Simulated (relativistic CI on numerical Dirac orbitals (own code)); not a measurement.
## Hyperfine structure of Re15+, mass number 185

Computed by Dirac-Coulomb-Breit CI, separate exchange-only KLI orbitals for each configuration, QED by a radiative potential, unscaled Slater integrals (own radial code, finite nucleus).

Configuration list (outside the closed core [Kr]): 4d¹⁰4f¹²5s², 4d¹⁰4f¹⁴, 4d¹⁰4f¹³5s, 4d¹⁰4f¹²5s5p, 4d¹⁰4f¹¹5s²5p, 4d¹⁰4f¹¹5s5p², 4d¹⁰4f¹²5s5d, 4d¹⁰4f¹³5d, 4d¹⁰4f¹³6s, 4d⁹4f¹³5s², 4d¹⁰4f¹²5s5g, 4d¹⁰4f¹¹5s²6s, 4d¹⁰4f¹³5p, 4d⁹4f¹⁴5p, 4d¹⁰4f¹²5p², 4d¹⁰4f¹¹5p³, 4d⁹4f¹³5p², 4d¹⁰4f¹³5f, 4d⁹4f¹⁴5f. Double excitations out of closed p, d and f shells are left out; levels of such configurations are missing from the list, as are those of other unlisted configurations, and high levels can miss mixing partners. Some configurations lack a partner that the ground configuration has and come out too high, among them 4d¹⁰4f¹¹5s²6s.

Nuclear spin I = 5/2, μ = 3.176 μN, Q = 2.07 b (tables of Stone and Pyykkö). The electronic factors are computed for point nuclear moments, without core polarisation or the Bohr-Weisskopf and QED corrections.

```json
{"Level": "4d¹⁰4f¹²5s² ³H6", "E (cm⁻¹)": "0.0", "A (MHz)": "2173", "B (MHz)": "-7720"}
{"Level": "4d¹⁰4f¹²5s² ³F4", "E (cm⁻¹)": "9754.1", "A (MHz)": "2180", "B (MHz)": "631"}
{"Level": "4d¹⁰4f¹²5s² ³H5", "E (cm⁻¹)": "18535.3", "A (MHz)": "2875", "B (MHz)": "-6950"}
{"Level": "4d¹⁰4f¹²5s² ³F2", "E (cm⁻¹)": "29811.4", "A (MHz)": "2813", "B (MHz)": "3220"}
{"Level": "4d¹⁰4f¹²5s² ³F3", "E (cm⁻¹)": "30193.4", "A (MHz)": "2547", "B (MHz)": "2050"}
{"Level": "4d¹⁰4f¹²5s² ¹I6", "E (cm⁻¹)": "64956.9", "A (MHz)": "2924", "B (MHz)": "-15400"}
{"Level": "4d¹⁰4f¹²5s² ³P1", "E (cm⁻¹)": "72077.1", "A (MHz)": "-207.7", "B (MHz)": "-2320"}
{"Level": "4d¹⁰4f¹²5s² ³P2", "E (cm⁻¹)": "76440.6", "A (MHz)": "2804", "B (MHz)": "5220"}
```

Levels with J = 0, under 50 % of one LS term, or S terms without an open s electron are left out. Small factors come from cancelling terms and can be off by tens of per cent or more.

At this charge transitions that keep the count of f electrons are usually good to a few per cent. Terms inside the open d or f shell come out 10 to 20 % too wide with unscaled integrals. Levels and lines within the n = 5 or 6 shells can be off by up to 10 % or somewhat more, and those that change n by about 2 %, since core polarisation is missing. Levels that differ in their count of f electrons can be misplaced by several ten thousand cm⁻¹, since the correlation energy of f electrons is missing or only estimated; rates across such gaps can be off by orders of magnitude.

**Question.** Give the hyperfine levels of 4d¹⁰4f¹²5s² ³H6 relative to its centre of gravity.

**Answer.** With K = F(F + 1) − I(I + 1) − J(J + 1), E = AK/2 + B[¾K(K + 1) − I(I + 1)J(J + 1)]/[2I(2I − 1)J(2J − 1)]: F = 7/2: -41110, F = 9/2: -28960, F = 11/2: -15070, F = 13/2: -32.04, F = 15/2: 15480, F = 17/2: 30670 MHz.

LS names give the leading component of a level, which can be under half, so a name can repeat, a term be missing and a line seem to break the LS rules.
